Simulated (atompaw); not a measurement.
**Dy (Z = 66): PAW (atompaw) pseudisation with PBEsol, scalar-relativistic reference atom.**

Input for atompaw 4.2.0.5:

```
Dy 66
GGA-PBESOL scalarrelativistic loggrid 2001 logderivrange -6 5 276
6 6 5 4 0 0
6 0 1
6 1 1
5 2 0
4 3 10
0 0 0
c
c
c
c
v
v
c
c
c
v
v
c
c
v
v
3
3.00 2.40 2.05 2.20
n
n
y
3.45
n
y
2.55
n
custom rrkj gramschmidtortho sinc
4 0.5 vpsmatchnc
2.00
1.85
1.60
2.25
3.00
3.00
0.85
0.85
PWSCFOUT
UPFDX 0.0125d0 UPFXMIN -7.d0 UPFZMESH 66.d0
END
```

Command:

```bash
atompaw < Dy.input > Dy.log
```

Output (summary file):

```
Completed calculations for Dy (AE)

 Exchange-correlation type: GGA, Perdew-Burke-Ernzerhof modified (PBEsol)

 Radial integration grid is logarithmic
 r0 =   1.0276580E-04 h =   6.7825429E-03   n =      2001 rmax =   8.0000000E+01

 Scalar relativistic calculation

 AEatom converged in  38 iterations
   nz     =  66.00
   delta  =       1.542927813001E-13

 All Electron Orbital energies:
  n  l      occupancy      energy
  1  0      2.0000000E+00 -3.9426499E+03
  2  0      2.0000000E+00 -6.5665162E+02
  3  0      2.0000000E+00 -1.4622750E+02
  4  0      2.0000000E+00 -2.8986323E+01
  5  0      2.0000000E+00 -3.7081571E+00
  6  0      1.0000000E+00 -3.3480652E-01
  2  1      6.0000000E+00 -5.8269132E+02
  3  1      6.0000000E+00 -1.2352742E+02
  4  1      6.0000000E+00 -2.1513612E+01
  5  1      6.0000000E+00 -1.9737500E+00
  6  1      1.0000000E+00 -1.3154338E-01
  3  2      1.0000000E+01 -9.4335234E+01
  4  2      1.0000000E+01 -1.1342415E+01
  5  2      0.0000000E+00 -1.6323664E-01
  4  3      1.0000000E+01 -3.3742446E-01

 Total energy
   Total                    :   -24306.28517782777271

 ---
 Completed calculations for Dy (SC)

 Exchange-correlation type: GGA, Perdew-Burke-Ernzerhof modified (PBEsol)

 Radial integration grid is logarithmic
 r0 =   1.0276580E-04 h =   6.7825429E-03   n =      2001 rmax =   8.0000000E+01

 Scalar relativistic calculation

 SCatom converged in   7 iterations
   nz     =  66.00
   delta  =       8.402424383609E-14

 Valence Electron Orbital energies:
  n  l      occupancy      energy
   5  0      2.0000000E+00 -3.7081571E+00
   6  0      1.0000000E+00 -3.3480652E-01
   5  1      6.0000000E+00 -1.9737500E+00
   6  1      1.0000000E+00 -1.3154338E-01
   5  2      0.0000000E+00 -1.6323663E-01
   4  3      1.0000000E+01 -3.3742446E-01

 Total energy
   Total                    :   -24306.28517787414603
   Valence                  :     -768.92817970869612

 PAW parameters:
       lmax =            3
         rc =    3.0018924647753131
        irc =         1517
   rc_shape =    2.4161931902162501
    rc_vloc =    2.0532105515102996
    rc_core =    2.2122636364675179
   Vloc: VPS match (norm-conservation) with l= 4;e=   5.0000E-01
   Projector type: RRKJ pseudization + Gram-Schmidt ortho.
   Sinc^2 compensation charge shape zeroed at   2.4162E+00

 Number of basis functions     8
 No.   n  nodes  l      Energy         Cp coeff         Occ
  1    5    4    0   -0.3708157E+01  0.1000000E+01  0.2000000E+01
  2    6    5    0   -0.3348065E+00  0.1069755E-01  0.1000000E+01
  3    5    3    1   -0.1973750E+01  0.1000000E+01  0.6000000E+01
  4    6    4    1   -0.1315434E+00 -0.6242404E-01  0.1000000E+01
  5    5    2    2   -0.1632366E+00  0.1000000E+01  0.0000000E+00
  6  999    3    2    0.3450000E+01  0.5050850E+01  0.0000000E+00
  7    4    0    3   -0.3374245E+00  0.1000000E+01  0.1000000E+02
  8  999    1    3    0.2550000E+01 -0.3330289E-02  0.0000000E+00

 Eigenvalues of overlap operator (in the basis of projectors):
    1        3.44225114E-02
    2        1.87413676E-01
    3        5.10458251E-01
    4        8.09749860E-01
    5        3.12690276E+00
    6        7.35332659E+00
    7        8.78526318E+00
    8        3.37163162E+03

 Orbital leakage outside PAW augmentation regions
   orb  is_core?  %out_of_sphere
   1 0    T           0.00
   2 0    T           0.00
   3 0    T           0.00
   4 0    T           0.00
   5 0    F           0.24
   6 0    F          75.49
   2 1    T           0.00
   3 1    T           0.00
   4 1    T           0.00
   5 1    F           1.75
   6 1    F          93.46
   3 2    T          -0.00
   4 2    T           0.00
   5 2    F          44.94
   4 3    F           0.85

 Summary of PAW energies
   Total valence energy     :   -768.92817789865762
   Smooth energy            :     54.87753104577456
   One center               :   -823.80570894443213
   Smooth kinetic           :    225.08785649055366
   Vloc energy              :   -144.67890857692421
   Smooth exch-corr         :    -29.00735880429153
   One-center xc            :   -488.84719263741107
```

The run took about 15 s on one core of a shared server CPU.
